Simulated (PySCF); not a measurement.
Record of a relaxation.

C2H9GeP.
Numbering: `[CH3:1][CH2:2][GeH2:3][PH2:4]` (hydrogens: H5, H6, H7 on C1; H8, H9 on C2; H10, H11 on Ge3; H12, H13 on P4)

Method: PBE0-D3(BJ)/def2-SVP geometry optimisation, gas phase (PySCF); density fitting, grid level 1; the optimiser is geomeTRIC in internal coordinates, started from a GFN2-xTB structure with every atom displaced at random (about 0.01 Å). The frame can shift and turn from step to step; on so coarse a grid that alone can change the energy by a few meV, and forces under 0.02 eV/Å are noise.

Step 0: E = -68003.1569 eV, largest atomic force 1.977 eV/Å
```
atom  x, y, z in Å  |  force x, y, z in eV/Å
C1     -1.332    1.044   -0.287   -0.909   0.699  -0.297
C2     -1.132   -0.440   -0.310    1.250   0.461   0.505
Ge3     0.780   -0.927   -0.256   -0.388  -0.138   0.227
P4      1.819   -0.167    1.689   -1.795  -0.339   0.755
H5     -2.418    1.298   -0.333    0.401  -0.032   0.120
H6     -0.879    1.544   -1.152    0.166   0.051  -0.095
H7     -0.925    1.507    0.615    0.096   0.158   0.259
H8     -1.608   -0.886    0.545   -0.388  -0.509   0.716
H9     -1.577   -0.862   -1.183   -0.394  -0.634  -1.038
H10     1.484   -0.432   -1.498    0.268   0.391  -0.487
H11     0.923   -2.434   -0.313    0.032  -0.565   0.123
H12     3.077   -0.417    1.239    1.555  -0.271  -0.623
H13     1.793    1.153    1.233    0.105   0.727  -0.165
```

Step 1: E = -68003.3153 eV, largest atomic force 0.453 eV/Å
```
atom  x, y, z in Å  |  force x, y, z in eV/Å
C1     -1.252    1.085    0.053    0.109  -0.006   0.044
C2     -1.028   -0.421    0.030   -0.241  -0.205  -0.137
Ge3     0.858   -0.958    0.009    0.110   0.019  -0.162
P4      1.838   -0.103    1.947    0.404   0.001  -0.206
H5     -2.323    1.333    0.058   -0.066   0.009  -0.008
H6     -0.804    1.576   -0.825    0.009   0.015  -0.013
H7     -0.808    1.549    0.949   -0.011  -0.006  -0.022
H8     -1.498   -0.900    0.909    0.071   0.038  -0.097
H9     -1.506   -0.875   -0.862    0.088   0.091   0.190
H10     1.556   -0.400   -1.271   -0.111  -0.109   0.195
H11     0.995   -2.506    0.022   -0.015   0.205   0.020
H12     3.187   -0.354    1.478   -0.372   0.102   0.170
H13     1.831    1.249    1.460    0.025  -0.152   0.028
```

Step 2: E = -68003.3269 eV, largest atomic force 0.086 eV/Å
```
atom  x, y, z in Å  |  force x, y, z in eV/Å
C1     -1.259    1.083    0.048    0.007   0.003   0.014
C2     -1.033   -0.423    0.027   -0.048  -0.048  -0.031
Ge3     0.858   -0.947    0.009    0.002   0.047   0.006
P4      1.853   -0.105    1.946    0.068  -0.006  -0.053
H5     -2.333    1.329    0.051    0.003   0.005  -0.007
H6     -0.810    1.576   -0.829   -0.001  -0.001  -0.001
H7     -0.818    1.548    0.945   -0.004  -0.001  -0.001
H8     -1.498   -0.903    0.903    0.017   0.007  -0.001
H9     -1.506   -0.878   -0.861    0.023   0.013   0.021
H10     1.549   -0.404   -1.262   -0.004  -0.003  -0.003
H11     0.994   -2.482    0.029    0.005  -0.021   0.014
H12     3.190   -0.356    1.495   -0.075   0.004   0.032
H13     1.860    1.238    1.455    0.007  -0.002   0.010
```

Step 3: E = -68003.3275 eV, largest atomic force under 0.02 eV/Å
```
atom  x, y, z in Å  |  force x, y, z in eV/Å
C1     -1.262    1.081    0.047    0.000  -0.001   0.004
C2     -1.034   -0.424    0.025   -0.012  -0.009  -0.002
Ge3     0.859   -0.942    0.010    0.000   0.012   0.009
P4      1.854   -0.100    1.945   -0.014   0.007  -0.009
H5     -2.336    1.327    0.046    0.002   0.001  -0.005
H6     -0.812    1.575   -0.829    0.001   0.000  -0.001
H7     -0.824    1.547    0.944   -0.002  -0.002   0.001
H8     -1.497   -0.905    0.902    0.006  -0.001   0.007
H9     -1.504   -0.881   -0.862    0.001   0.002  -0.007
H10     1.549   -0.404   -1.263   -0.001   0.001  -0.010
H11     0.996   -2.478    0.037    0.007  -0.006   0.009
H12     3.186   -0.361    1.501    0.006  -0.011   0.002
H13     1.872    1.242    1.455    0.006   0.006   0.003
```

Step 4: E = -68003.3278 eV, largest atomic force 0.048 eV/Å
```
atom  x, y, z in Å  |  force x, y, z in eV/Å
C1     -1.266    1.079    0.044   -0.003  -0.001  -0.002
C2     -1.035   -0.426    0.023    0.011   0.010   0.012
Ge3     0.859   -0.938    0.012   -0.001  -0.009   0.001
P4      1.853   -0.091    1.944   -0.043   0.016   0.015
H5     -2.340    1.323    0.039    0.000  -0.002  -0.003
H6     -0.813    1.574   -0.830    0.002   0.000   0.000
H7     -0.833    1.544    0.944   -0.001   0.000   0.001
H8     -1.496   -0.908    0.900   -0.002  -0.005   0.004
H9     -1.501   -0.885   -0.865   -0.009  -0.003  -0.013
H10     1.549   -0.406   -1.264   -0.003   0.001  -0.005
H11     1.000   -2.474    0.050    0.007   0.003   0.004
H12     3.183   -0.367    1.509    0.035  -0.013  -0.010
H13     1.886    1.251    1.452    0.006   0.004  -0.004
```

Step 5: E = -68003.3280 eV, largest atomic force 0.058 eV/Å
```
atom  x, y, z in Å  |  force x, y, z in eV/Å
C1     -1.272    1.074    0.040   -0.005  -0.001  -0.005
C2     -1.036   -0.431    0.019    0.029   0.022   0.021
Ge3     0.861   -0.931    0.017   -0.002  -0.028  -0.007
P4      1.849   -0.070    1.944   -0.046   0.022   0.028
H5     -2.347    1.316    0.025   -0.001  -0.004   0.000
H6     -0.814    1.571   -0.829    0.003  -0.001   0.001
H7     -0.849    1.538    0.945    0.000   0.001   0.000
H8     -1.497   -0.914    0.896   -0.010  -0.008  -0.003
H9     -1.496   -0.892   -0.871   -0.014  -0.004  -0.010
H10     1.550   -0.411   -1.265   -0.003   0.001   0.001
H11     1.010   -2.467    0.073    0.005   0.010  -0.003
H12     3.178   -0.375    1.526    0.039  -0.009  -0.013
H13     1.910    1.266    1.439    0.005   0.000  -0.010
```

Step 6: E = -68003.3283 eV, largest atomic force 0.044 eV/Å
```
atom  x, y, z in Å  |  force x, y, z in eV/Å
C1     -1.280    1.066    0.036   -0.004  -0.001  -0.005
C2     -1.037   -0.437    0.014    0.033   0.021   0.021
Ge3     0.864   -0.926    0.023   -0.002  -0.033  -0.010
P4      1.841   -0.038    1.943   -0.025   0.020   0.025
H5     -2.355    1.304    0.009   -0.002  -0.004   0.002
H6     -0.813    1.569   -0.827    0.001  -0.001   0.000
H7     -0.868    1.530    0.947    0.000   0.002  -0.001
H8     -1.498   -0.922    0.889   -0.013  -0.009  -0.008
H9     -1.489   -0.900   -0.878   -0.013  -0.002  -0.003
H10     1.553   -0.419   -1.265   -0.002   0.001   0.006
H11     1.024   -2.459    0.102    0.001   0.010  -0.007
H12     3.170   -0.379    1.549    0.022  -0.002  -0.007
H13     1.935    1.287    1.415    0.003  -0.004  -0.013
```

Step 7: E = -68003.3287 eV, largest atomic force 0.026 eV/Å
```
atom  x, y, z in Å  |  force x, y, z in eV/Å
C1     -1.286    1.058    0.033   -0.002   0.000  -0.001
C2     -1.036   -0.444    0.010    0.020   0.010   0.012
Ge3     0.867   -0.923    0.030    0.000  -0.022  -0.006
P4      1.831    0.000    1.940    0.005   0.011   0.011
H5     -2.362    1.291   -0.005   -0.002  -0.002   0.003
H6     -0.811    1.565   -0.822   -0.001  -0.002  -0.001
H7     -0.887    1.520    0.951    0.001   0.002  -0.002
H8     -1.501   -0.933    0.882   -0.010  -0.006  -0.008
H9     -1.482   -0.907   -0.886   -0.005   0.001   0.003
H10     1.555   -0.430   -1.263    0.000   0.000   0.006
H11     1.039   -2.454    0.132   -0.003   0.006  -0.007
H12     3.161   -0.376    1.575   -0.001   0.006   0.000
H13     1.958    1.308    1.379    0.000  -0.005  -0.010
```

Problem. Summarise the path.

Solution. The energy falls by 16.57 kJ/mol from step 0 to step 7; nine tenths of that is first reached at step 1. It falls at every step. The largest force goes from 1.977 to 0.026 eV/Å. Among the bonds P4–H12 changes most, from 1.360 to 1.429 Å; the atoms move by 0.079 Å rms after alignment.

Problem. Follow the three bonds and two angles with the largest change from start to end.

Solution. 
```tsv
step	E above end (kJ/mol)	largest force (eV/Å)	P4–H12 (Å)	C2–H9 (Å)	Ge3–H10 (Å)	H10–Ge3–H11 (°)	C2–Ge3–P4 (°)
0	16.57	1.977	1.360	1.067	1.511	104.5	111.9
1	1.29	0.453	1.450	1.110	1.561	108.8	107.1
2	0.17	0.086	1.433	1.104	1.546	108.7	107.9
3	0.11	under 0.02	1.429	1.103	1.545	108.7	108.1
4	0.08	0.048	1.427	1.102	1.545	108.8	108.2
5	0.06	0.058	1.427	1.102	1.546	108.8	108.3
6	0.03	0.044	1.428	1.102	1.546	108.8	108.4
7	0.00	0.026	1.429	1.103	1.546	108.8	108.2
```

What follows is the cost of the whole optimisation. Hardware: one thread, Arm Neoverse V2 (aarch64), shared host. Cost: 49 s, 0.53 GiB resident at most.
